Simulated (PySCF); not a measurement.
Bond stretch in H2 (cation, charge +1), doublet.

- UHF/6-31G (PySCF)
- UKS-TPSSh = unrestricted TPSSh/6-31G run with PySCF
- NEVPT2 = SC-NEVPT2 on CASSCF(1,2)/6-31G, all electrons correlated in PySCF
- UCCSD = PySCF with CCSD on UHF/6-31G
- CASSCF(1,2)/6-31G (PySCF)

Energies are in kcal/mol, each relative to the lowest point of its own curve near equilibrium.

```tsv
R / Å	UHF	UKS-TPSSh	NEVPT2	UCCSD	CASSCF(1,2)
0.83	6.8	(withheld)	6.8	6.8	6.8
0.88	3.6	(withheld)	3.6	3.6	3.6
0.94	1.2	(withheld)	1.2	1.2	1.2
1.00	0.2	0.8	0.2	0.2	0.2
1.03	0.0	0.4	0.0	0.0	0.0
1.05	0.0	0.2	0.0	0.0	0.0
1.10	0.3	0.0	0.3	0.3	0.3
1.13	0.7	0.1	0.7	0.7	0.7
1.16	1.1	0.3	1.1	1.1	1.1
1.20	1.9	0.7	1.9	1.9	1.9
1.27	3.5	1.6	3.5	3.5	3.5
1.37	6.2	3.5	6.2	6.2	6.2
1.48	9.5	5.7	9.5	9.5	9.5
1.64	14.6	9.2	14.6	14.6	14.6
1.81	20.1	12.7	20.1	20.1	20.1
1.99	25.6	16.0	25.6	25.6	25.6
2.17	30.8	(withheld)	30.8	30.8	30.8
2.39	36.2	21.2	36.2	36.2	36.2
2.71	42.4	23.2	42.4	42.4	42.4
2.98	46.2	(withheld)	46.2	46.2	46.2
3.30	49.3	23.7	49.3	49.3	49.3
3.85	52.1	(withheld)	52.1	52.1	52.1
4.44	53.3	20.6	53.3	53.3	53.3
```

**Question.** Some entries are withheld; supply them.

**Answer.** 
- 0.83, UKS-TPSSh: 9.4
- 0.88, UKS-TPSSh: 5.5
- 0.94, UKS-TPSSh: 2.5
- 2.17, UKS-TPSSh: 18.7
- 2.98, UKS-TPSSh: 23.8
- 3.85, UKS-TPSSh: 22.4

At the longest distance UKS-TPSSh leaves fractional charges on the fragments, a sign of delocalisation error or of the restricted form.
